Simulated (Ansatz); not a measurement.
H4Sn, quintet, at the geometry of the source list (a higher spin typed on purpose: for a closed-shell molecule this is an excited state) (all electrons, no relativity); Ansatz (a program for electronic structure) with B3LYP/3-21G.

Ansatz was given this input:
Ansatz 0.2 input:
```yaml
crystal:
  periodic: [false, false, false]
  atoms:
    - {symbol: Sn, position_ang: [-0.00040000, -0.00240000, 0.00050000]}
    - {symbol: H, position_ang: [-1.07600000, 1.12680000, -0.50160000]}
    - {symbol: H, position_ang: [0.24570000, -1.08960000, -1.19940000]}
    - {symbol: H, position_ang: [-0.58840000, -0.76120000, 1.32790000]}
    - {symbol: H, position_ang: [1.41910000, 0.72650000, 0.37260000]}
basis:
  gaussian:
    orbitals: 3-21G.json
hamiltonian:
  xc: b3lyp
magnetization: {spin_polarized: false, initial_magnetization: 4}
```
The basis file holds 3-21G in the JSON format of the Basis Set Exchange.

Output, abridged:

```
Functional definition: B3LYP
489 factors; integrals over basis functions are off by at most 1.7e-4 eV
mean field evaluation 1: about -163294.7562 eV, gradient 9.4e0 eV
mean field evaluation 2: about -163294.7380 eV, gradient 9.4e0 eV
mean field evaluation 4: about -163295.1802 eV, gradient 5.2e0 eV
mean field evaluation 8: about -163295.5330 eV, gradient 8.9e-1 eV
mean field evaluation 16: about -163295.5486 eV, gradient 6.0e-3 eV
mean field evaluation 32: about -163295.2829 eV, gradient 1.7e0 eV
mean field evaluation 64: about -163294.9156 eV, gradient 3.0e0 eV
mean field -163295.54859965 eV, -6001.0007253387 hartree, gradient 1.3e-5 eV, S^2 6.000000; 9 other end points of the search recorded, 0 dependent functions left out
reference -163295.54886232 eV, -6001.0007349918 hartree; 29, 25 occupied and 12, 16 virtual orbitals, 489 factors
Total energy: -163295.54886232 eV, -6001.0007349918 hartree
```
